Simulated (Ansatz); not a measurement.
The cluster Al₄N₄⁻. Total charge -1; doublet. Geometry r2SCAN-D4/def2-SVPD; atoms count from 1.

```xyz
8

Al    1.083    0.536    1.574
Al   -1.083   -0.536   -1.574
Al   -0.628    1.873   -0.205
Al    0.628   -1.873    0.205
N     1.498   -1.168    1.556
N     0.398    2.106    1.198
N    -1.497    1.168   -1.556
N    -0.399   -2.106   -1.197
```

The structure comes from a short search, and lower isomers may exist.

Question: Estimate the Mulliken populations from the PBE0/def2-TZVPD orbitals of Ansatz.

Answer: 
| atom | charge (e) | spin (α − β) |
| --- | --- | --- |
| Al1 | 0.09 | 0.19 |
| Al2 | 0.09 | 0.19 |
| Al3 | 0.09 | 0.20 |
| Al4 | 0.09 | 0.20 |
| N5 | -0.34 | 0.05 |
| N6 | -0.34 | 0.05 |
| N7 | -0.34 | 0.05 |
| N8 | -0.34 | 0.05 |
Mulliken values depend strongly on the basis. With diffuse functions, as here, like atoms can get unlike values, and bond orders can come out too low or too high.

Question: Where does the spin sit?

Answer: Summed by element: Al 0.78, N 0.22, of 1 unpaired in all. Largest on single atoms: Al3 0.20, Al4 0.20, Al2 0.19.

Question: And the Mayer bond orders between heavy atoms (over 0.3)?

Answer: Al1–Al3 0.34 (2.81 Å); Al1–Al4 0.34 (2.81 Å); Al1–N5 1.53 (1.75 Å); Al1–N6 1.53 (1.75 Å); Al2–Al3 0.34 (2.81 Å); Al2–Al4 0.34 (2.81 Å); Al2–N7 1.53 (1.75 Å); Al2–N8 1.53 (1.75 Å); Al3–N6 1.53 (1.75 Å); Al3–N7 1.53 (1.75 Å); Al4–N5 1.53 (1.75 Å); Al4–N8 1.53 (1.75 Å).
